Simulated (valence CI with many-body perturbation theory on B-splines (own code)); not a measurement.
Valence orbitals of Tl XXXII

Method: relativistic CI+MBPT: four valence electrons over a frozen Dirac-Fock core [Kr] 4d10, a basis of 7 s, 7 p, 7 d, 7 f, 4 g, 2 h functions for each j, with the one-electron correlation potential Σ1 (screened to all orders), the two-electron term Σ2, the three-electron term Σ3, Breit, model QED; selected single and double excitations, second order for the rest, scaled by the run's own slope (own B-spline code, finite nucleus).

No measured spectrum was set against this ion. As an estimate, large intervals hold to a few tenths of a per cent, small ones and those within an open d or f shell to about a per cent. Excitations out of the core, of the other parity, are not computed and may begin above about 195 eV (a cautious bound); beyond it only levels of the ground parity were kept, without lifetimes.

These are the spectroscopic orbitals of the CI (the correlating ones are not listed), shaped by the core and the other valence electrons. h is the expectation value of the core's Dirac-Fock operator, without the valence repulsion; Σ1 is computed up to l = 3 at one energy for each symmetry, that of its lowest orbital but kept below the first core excitation, so for empty shells it is not the orbital's own correlation shift; Breit and QED include the response of the core.

| Orbital | h (hartree) | Σ1 (cm⁻¹) | Breit (cm⁻¹) | QED (cm⁻¹) | ⟨r⟩ (bohr) |
| --- | --- | --- | --- | --- | --- |
| 5s1/2 | -39.841 | -20827 | 5392 | 4349 | 0.6948 |
| 6s1/2 | -25.046 | -6839 | 2571 | 2085 | 1.109 |
| 7s1/2 | -17.267 | -3365 | 1456 | 1200 | 1.609 |
| 5p1/2 | -37.784 | -19142 | 8094 | 211 | 0.7120 |
| 6p1/2 | -24 | -6816 | 4135 | 110 | 1.131 |
| 7p1/2 | -16.651 | -3399 | 2355 | 64.4 | 1.645 |
| 5p3/2 | -35.96 | -15787 | 4412 | 531 | 0.7511 |
| 6p3/2 | -23.084 | -6054 | 2311 | 280 | 1.177 |
| 7p3/2 | -16.121 | -3102 | 1485 | 164 | 1.700 |
| 5d3/2 | -32.71 | -14645 | 3065 | -245 | 0.7755 |
| 6d3/2 | -21.378 | -6043 | 1687 | -130 | 1.222 |
| 7d3/2 | -15.114 | -3202 | 1009 | -77.0 | 1.765 |
| 5d5/2 | -32.334 | -13924 | 1907 | -80.3 | 0.7858 |
| 6d5/2 | -21.183 | -5801 | 1041 | -41.5 | 1.234 |
| 7d5/2 | -14.999 | -3085 | 634 | -24.0 | 1.780 |
| 4f5/2 | -48.814 | -31521 | 1437 | -765 | 0.3813 |
| 5f5/2 | -28.536 | -13567 | 751 | -218 | 0.8014 |
| 4f7/2 | -48.554 | -30709 | -698 | -566 | 0.3847 |
| 5f7/2 | -28.441 | -13337 | 37.0 | -153 | 0.8048 |
| 5g7/2 | -25.287 |  | -151 | -62.3 | 0.7941 |
| 5g9/2 | -25.27 |  | -356 | -43.7 | 0.7951 |

Among the shells of the start configuration 4f4, Σ1 is largest in size for 4f5/2, where it is 0.29 % of h.

Lowest root of each symmetry, sizes in configuration state functions:

```csv
J,Parity,Roots,Reference,Variational,Second order,Change by selected CI (cm⁻¹),Change by second order (cm⁻¹)
0,even,7,30,8152,44410,-8845,-3
1,even,10,72,21154,82688,-6281,-1
2,even,22,116,30789,176788,-7291,-3
3,even,18,126,29735,174489,-6586,-7
4,even,24,137,29301,162992,-5449,-8
5,even,18,120,28443,196655,-4999,-6
6,even,16,100,27142,122631,-5040,-3
7,even,10,70,24201,98863,-5248,-1
8,even,9,49,17887,43708,-5441,-1
9,even,3,26,11380,48970,-5467,-2
10,even,3,14,7966,34179,-5607,-1
0,odd,2,22,6049,36293,-8805,-7
1,odd,8,61,20186,121441,-8074,-6
2,odd,13,87,29686,216116,-8450,-8
3,odd,14,99,31993,220832,-8429,-13
4,odd,14,98,31990,268570,-7040,-12
5,odd,12,86,31995,265149,-7661,-9
6,odd,8,66,26898,159251,-7251,-7
7,odd,6,44,21245,125635,-7212,-6
8,odd,4,25,14908,93181,-7286,-7
9,odd,1,12,7433,36582,-7646,-9
```
